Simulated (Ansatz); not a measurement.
`CC(C)(C)[CH2][AlH][Cl]`, relaxed with RKS PBE0-D4/def2-TZVP in the Gaussian-basis code of Ansatz from a PBE-D4/def2-SVP geometry. The force threshold is 0.005 eV/Å; the program also tests the step.

The species carries charge 0 and has multiplicity 1.

Start:

```xyz
19

C     0.311   -0.019    1.618
C     0.392   -0.207    0.091
C     0.707    1.149   -0.572
C     1.512   -1.210   -0.241
C    -0.971   -0.723   -0.451
Al   -2.328    0.705   -0.442
Cl   -3.281    1.203   -2.283
H     1.269    0.365    2.026
H     0.089   -0.981    2.125
H    -0.487    0.700    1.902
H     1.679    1.565   -0.233
H    -0.063    1.918   -0.311
H     0.739    1.066   -1.678
H     2.494   -0.865    0.146
H     1.300   -2.202    0.209
H     1.609   -1.352   -1.338
H    -0.860   -1.059   -1.506
H    -1.302   -1.616    0.124
H    -2.810    1.564    0.814
```

(1) By how much does the energy fall, and how many steps does the optimiser take? (Estimate.)

(2) Which bonds change most? (Best estimate.)

(3) Give the relaxed structure. (Best estimate.)

Results:

(1) Ansatz gave: 0.07 eV, in 7 steps, 1 of them rejected.

(2) Computed: Al6–Cl7 from 2.132 to 2.109 Å; C3–H12 from 1.119 to 1.102 Å; C5–Al6 from 1.969 to 1.953 Å; C1–H10 from 1.111 to 1.094 Å.

(3) The calculation gave: 
```xyz
19

C     0.305   -0.012    1.601
C     0.389   -0.200    0.088
C     0.715    1.140   -0.570
C     1.496   -1.200   -0.234
C    -0.960   -0.708   -0.454
Al   -2.325    0.688   -0.434
Cl   -3.268    1.184   -2.254
H     1.251    0.363    2.001
H     0.082   -0.960    2.098
H    -0.478    0.701    1.877
H     1.687    1.524   -0.248
H    -0.023    1.912   -0.299
H     0.729    1.055   -1.660
H     2.461   -0.863    0.156
H     1.276   -2.176    0.208
H     1.597   -1.337   -1.314
H    -0.844   -1.034   -1.495
H    -1.280   -1.594    0.109
H    -2.809    1.516    0.823
```
